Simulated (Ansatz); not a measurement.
CH$_{6}$AlBFN, SMILES `CB(F)[NH][AlH2]`, relaxed with RKS PBE-D4/def2-SVP in Ansatz from a rough embedded geometry. The force threshold is 0.03 eV/Å; the program also tests the step.

The species carries charge 0 and has multiplicity 1.

Start:

```xyz
11

C     0.071   -1.680   -0.560
B    -0.356   -0.612    0.520
F    -0.119   -0.943    1.875
N    -0.964    0.764    0.232
Al    0.391    2.075    0.414
H    -0.864   -1.915   -1.197
H     0.793   -1.177   -1.263
H     0.487   -2.531   -0.118
H    -1.223    0.725   -0.846
H     0.034    3.361    1.296
H     1.749    1.933   -0.353
```

```tsv
step	energy (eV)	largest force (eV/Å)	largest move (Å)
1	-12599.9462	3.221	0.000
2	-12600.3910	1.273	0.193
3	-12600.5283	1.111	0.195
4	-12600.6545	0.613	0.184
5	-12600.7496	0.522	0.195
6	-12600.8233	0.373	0.197
7	-12600.9029	0.420	0.194
8	-12600.9616	0.353	0.154
9	-12601.0880	0.715	0.195
10	-12601.1736	0.789	0.195
11	-12601.1976	0.194	0.060
12	-12601.2043	0.087	0.063
13	-12601.2062	0.169	0.056
14	-12601.2133	0.263	0.200
15 (rejected)	-12601.1271	1.080	0.197
16	-12601.2214	0.071	0.082
17	-12601.2222	0.118	0.053
18	-12601.2229	0.062	0.036
19	-12601.2237	0.013	0.020
```

End:

```xyz
11

C    -0.180   -1.848   -0.447
B    -0.052   -0.333   -0.097
F     0.910    0.008    0.974
N    -0.586    0.876   -0.498
Al    0.406    1.944    0.701
H    -0.939   -2.038   -1.230
H     0.794   -2.247   -0.801
H    -0.452   -2.436    0.455
H    -1.286    0.972   -1.231
H    -0.323    2.422    2.040
H     1.707    2.678    0.134
```

Hardware: 4 threads of a server CPU on a shared host. Wall time 20 s, peak host memory 0.19 GiB.
